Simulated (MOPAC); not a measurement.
A run for MOPAC: PM7 on H2INSn (SMILES [NH2][Sn][I]), a point of a torsion scan.

```
PM7 1SCF PRECISE CHARGE=0 THREADS=1
H2INSn

N     -0.97689961 1     0.10254381 1    -0.14862989 1
Sn     0.91133806 1     0.94394117 1    -0.34215390 1
I      0.82909503 1     1.35798406 1    -3.02901579 1
H     -1.30211559 1    -0.73731668 1    -0.60945025 1
H     -1.39599376 1     0.07423136 1     0.77431325 1
```

Output:

```
*******************************************************************************
 **                                                                           **
 **                              MOPAC v23.2.5                                **
 **                                                                           **
 *******************************************************************************
 ** MOPAC's Digital Object Identifier: https://doi.org/10.5281/zenodo.6511958 **
 **                                                                           **
 ** Please cite the open-source release paper for use of this MOPAC version:  **
 ** J. E. Moussa and J. J. P. Stewart (2026)                                  **
 ** MOPAC: An open-source semiempirical molecular orbital program             **
 ** J. Open Source Softw., 11(119), 8025, https://doi.org/10.21105/joss.08025 **
 *******************************************************************************

                              PM7 CALCULATION RESULTS

 *******************************************************************************
 *  PM7        - The PM7 Hamiltonian to be used
 *
 *
 *
 *                 CHARGE ON SYSTEM = 0
 *
 *
 *
 *  PRECISE    - TIGHTER CRITERIA TO BE USED
 *  1SCF       - DO 1 SCF AND THEN STOP
 *  THREADS=1  - MULTI-THREADING NOT USED
 *  T=         - A TIME OF 172800.0 SECONDS REQUESTED
 *  DUMP=N     - RESTART FILE WRITTEN EVERY 7200.0 SECONDS REQUESTED
 *******************************************************************************
PM7 1SCF PRECISE CHARGE=0 THREADS=1
 H2INSn

   ATOM   CHEMICAL          X               Y               Z
  NUMBER   SYMBOL      (ANGSTROMS)     (ANGSTROMS)     (ANGSTROMS)

     1       N         -0.97689961  *   0.10254381  *  -0.14862989  *
     2      Sn          0.91133806  *   0.94394117  *  -0.34215390  *
     3       I          0.82909503  *   1.35798406  *  -3.02901579  *
     4       H         -1.30211559  *  -0.73731668  *  -0.60945025  *
     5       H         -1.39599376  *   0.07423136  *   0.77431325  *



          CARTESIAN COORDINATES

    NO.       ATOM           X           Y           Z

     1         N         -0.9769      0.1025     -0.1486
     2        Sn          0.9113      0.9439     -0.3422
     3         I          0.8291      1.3580     -3.0290
     4         H         -1.3021     -0.7373     -0.6095
     5         H         -1.3960      0.0742      0.7743

 General Reference for PM7:
 "Optimization of Parameters for Semiempirical Methods VI: More Modifications to the
 NDDO Approximations and Re-optimization of Parameters", J. J. P. Stewart, J. Mol. Mod., 1:32, 19 (2013)
 https://link.springer.com/article/10.1007/s00894-012-1667-x

           Empirical Formula: H2 N Sn I  =     5 atoms



      MOLECULAR POINT GROUP   :   C1


      RHF CALCULATION, NO. OF DOUBLY OCCUPIED LEVELS = 9


 -------------------------------------------------------------------------------
 PM7 1SCF PRECISE CHARGE=0 THREADS=1
 H2INSn



     1SCF WAS SPECIFIED, SO BFGS WAS NOT USED
     SCF FIELD WAS ACHIEVED


                              PM7 CALCULATION
                                                       MOPAC v23.2.5 Linux




          FINAL HEAT OF FORMATION =         26.27259 KCAL/MOL =     109.92450 KJ/MOL


          COSMO AREA              =        128.79 SQUARE ANGSTROMS
          COSMO VOLUME            =        123.09 CUBIC ANGSTROMS

          IONIZATION POTENTIAL    =          9.062519 EV
          HOMO LUMO ENERGIES (EV) =         -9.063  0.640
          NO. OF FILLED LEVELS    =          9
          MOLECULAR WEIGHT        =        261.6170         POINT GROUP:  C1

          MOLECULAR DIMENSIONS (Angstroms)

            Atom       Atom       Distance
            H     5    I     3     4.58959
            H     4   Sn     2     2.45970
            H     5    H     4     0.59373


          SCF CALCULATIONS        =          1





   ATOM   CHEMICAL          X               Y               Z
  NUMBER   SYMBOL      (ANGSTROMS)     (ANGSTROMS)     (ANGSTROMS)

     1       N         -0.97689961  *   0.10254381  *  -0.14862989  *
     2      Sn          0.91133806  *   0.94394117  *  -0.34215390  *
     3       I          0.82909503  *   1.35798406  *  -3.02901579  *
     4       H         -1.30211559  *  -0.73731668  *  -0.60945025  *
     5       H         -1.39599376  *   0.07423136  *   0.77431325  *

                             CARTESIAN COORDINATES

   1    N       -0.976899610     0.102543810    -0.148629890
   2   Sn        0.911338060     0.943941170    -0.342153900
   3    I        0.829095030     1.357984060    -3.029015790
   4    H       -1.302115590    -0.737316680    -0.609450250
   5    H       -1.395993760     0.074231360     0.774313250


           Empirical Formula: H2 N Sn I  =     5 atoms



      MOLECULAR POINT GROUP   :   C1


                  EIGENVALUES
 -34.56117 -22.88108 -16.04362 -14.62773 -11.27827 -10.64601  -9.74181  -9.31701
  -9.06252   0.64044   1.49926   1.90444   5.99722   6.75311 126.28896 126.33120
 126.42813 126.70220 126.71028


              NET ATOMIC CHARGES AND DIPOLE CONTRIBUTIONS

  ATOM NO.   TYPE          CHARGE      No. of ELECS.   s-Pop       p-Pop       d-Pop
    1          N          -0.996881        5.9969     1.63035     4.36653
    2         Sn           0.834373        3.1656     1.73062     1.43501
    3          I          -0.389742        7.3897     1.89654     5.49089     0.00231
    4          H           0.282412        0.7176     0.71759
    5          H           0.269838        0.7302     0.73016
 DIPOLE           X         Y         Z       TOTAL
 POINT-CHG.     3.202    -0.154     5.188     6.098
 HYBRID        -3.825    -1.841    -1.421     4.477
 SUM           -0.623    -1.995     3.767     4.308


          ATOMIC ORBITAL ELECTRON POPULATIONS

     Atom    s        px        py        pz      x^2-y^2     xz        z^2       yz        xy
    1  N   1.63035   1.52687   1.50051   1.33915
    2 Sn   1.73062   0.57501   0.23063   0.62937
    3  I   1.89654   1.97660   1.94851   1.56578   0.00002   0.00061   0.00117   0.00047   0.00003
    4  H   0.71759
    5  H   0.73016

 **********************
 *                    *
 * JOB ENDED NORMALLY *
 *                    *
 **********************




 == MOPAC DONE ==
```

The run finished.

Cost: around 0.020 core-seconds (rough).
